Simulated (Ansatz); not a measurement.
A nudged elastic band was laid between two geometries of GeH4O + H2 (8 atoms, charge 0, multiplicity 1).

Method: Ansatz, RKS revPBE/def2-SVP.

```json
{
 "movable images": "5",
 "climbing image": "yes",
 "spring": "5.0 eV/Å²",
 "optimiser": "quadratic models (default)",
 "start path": "through a guess of the saddle point",
 "force threshold": "0.03 eV/Å",
 "iteration limit": "60",
 "end points": "relaxed"
}
```

Image 0:

```xyz
8
Properties=species:S:1:pos:R:3
Ge -0.366 0.543 -0.256
O 0.154 -0.049 1.384
H -0.620 -0.325 1.910
H 0.966 0.919 -0.948
H -1.291 1.790 -0.108
H -1.115 -0.580 -1.037
H 1.681 -2.931 2.207
H 1.398 -2.252 1.986
```

Image 6:

```xyz
8
Properties=species:S:1:pos:R:3
Ge -0.283 -0.297 -0.536
O 0.897 -0.067 2.610
H 0.010 -0.384 2.865
H 1.104 0.380 -0.636
H -1.272 0.589 0.261
H -0.850 -0.518 -1.968
H -0.153 -1.686 0.148
H 1.354 -0.901 2.393
```

Question: What changes between the two ends?

Answer: Bonds broken: Ge1–O2, H7–H8. Bonds formed: Ge1–H7, O2–H8. GeH4O + H2 becomes GeH4 + H2O.

Question: Give the energies along the band, and the barrier.

Answer: The forces met the threshold. The highest image is number 4 of 0 to 6, 1.78 eV above the first end and 1.84 eV above the last; the last end lies 0.06 eV below the first. Neighbouring images differ by up to 1.7 eV, so the band resolves the path poorly. A vibrational analysis at the climbing image gives one clearly imaginary mode, 1261i cm⁻¹: a first-order saddle point. The orbitals stay closed-shell, which can raise the energy where a bond breaks towards radicals; this wasn't checked here.

```json
{"image": "0", "path coordinate (Å)": "0.00", "energy (eV)": "0.00", "Ge1–O2 (Å)": "1.82", "H7–H8 (Å)": "0.77", "Ge1–H7 (Å)": "4.72"}
{"image": "1", "path coordinate (Å)": "0.92", "energy (eV)": "0.01", "Ge1–O2 (Å)": "1.82", "H7–H8 (Å)": "0.77", "Ge1–H7 (Å)": "4.19"}
{"image": "2", "path coordinate (Å)": "1.85", "energy (eV)": "0.05", "Ge1–O2 (Å)": "1.82", "H7–H8 (Å)": "0.77", "Ge1–H7 (Å)": "3.48"}
{"image": "3", "path coordinate (Å)": "2.77", "energy (eV)": "0.41", "Ge1–O2 (Å)": "1.85", "H7–H8 (Å)": "0.78", "Ge1–H7 (Å)": "2.61"}
{"image": "4", "path coordinate (Å)": "3.70", "energy (eV)": "1.78", "Ge1–O2 (Å)": "2.07", "H7–H8 (Å)": "1.07", "Ge1–H7 (Å)": "1.93"}
{"image": "5", "path coordinate (Å)": "5.13", "energy (eV)": "0.13", "Ge1–O2 (Å)": "3.12", "H7–H8 (Å)": "1.77", "Ge1–H7 (Å)": "1.56"}
{"image": "6", "path coordinate (Å)": "6.56", "energy (eV)": "-0.06", "Ge1–O2 (Å)": "3.37", "H7–H8 (Å)": "2.82", "Ge1–H7 (Å)": "1.55"}
```

Question: What is the geometry of the highest image?

Answer: 
```xyz
8
Properties=species:S:1:pos:R:3:forces:R:3
Ge 0.020 -0.068 -0.046 -0.01 0.00 -0.01
O 0.239 -0.206 2.013 0.00 0.00 0.01
H -0.611 -0.324 2.490 0.00 0.00 0.00
H 1.321 0.397 -0.747 0.00 0.00 0.00
H -0.861 1.214 0.200 0.00 0.00 0.00
H -0.885 -1.032 -0.867 0.00 0.00 0.00
H 0.920 -1.658 0.577 0.00 -0.01 -0.01
H 0.663 -1.208 1.518 0.00 0.01 0.00
```

The run took 63 s on 1 thread of AMD EPYC 9B45 (Zen 5) (shared host), peak memory 0.17 GiB.
